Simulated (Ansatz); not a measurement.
One change: `[CH3][Ge]([SH])([Cl])[Cl]` becomes `[SH][Ge]([SH])([Cl])[Cl]`.

Ansatz, PBE0-D4/def2-TZVP geometries, multiplicity 1. Each molecule was computed in one conformer, which needn't be the lowest.

Scalar relativity is left out up to krypton.

```csv
property,`[CH3][Ge]([SH])([Cl])[Cl]`
size of the dipole moment (B3LYP/def2-TZVPP) / D,2.85
zero-point energy (PBE0-D4/def2-TZVP) / kJ/mol,129.0
HOMO–LUMO gap (PBE/def2-TZVPP) / eV,4.77
LUMO energy (B3LYP/def2-TZVPP) / eV,-1.18
LUMO energy (PBE0/def2-TZVPP) / eV,-0.88
HOMO energy (PBE0/def2-TZVPP) / eV,-7.90
```

Give the same properties after the change, and the shifts. (Estimate.)

Computed: 
```
                                        property  `[SH][Ge]([SH])([Cl])[Cl]`  shift
size of the dipole moment (B3LYP/def2-TZVPP) / D                        0.37  -2.48
  zero-point energy (PBE0-D4/def2-TZVP) / kJ/mol                        57.7  -71.3
             HOMO–LUMO gap (PBE/def2-TZVPP) / eV                        4.15  -0.62
             LUMO energy (B3LYP/def2-TZVPP) / eV                       -2.09  -0.91
              LUMO energy (PBE0/def2-TZVPP) / eV                       -1.81  -0.93
              HOMO energy (PBE0/def2-TZVPP) / eV                       -8.18  -0.28
```

With PBE0 the HOMO falls by 0.28 eV and the LUMO falls by 0.93 eV, so the gap narrows by about 0.65 eV. PBE moves the HOMO by -0.26 eV and ωB97M-V by -0.27 eV. The zero-point energy changes by -71.3 kJ/mol with -6 modes. Dipoles are sizes alone; their direction can turn.

B3LYP here is the variant with VWN-RPA as its local correlation; programs differ in this.
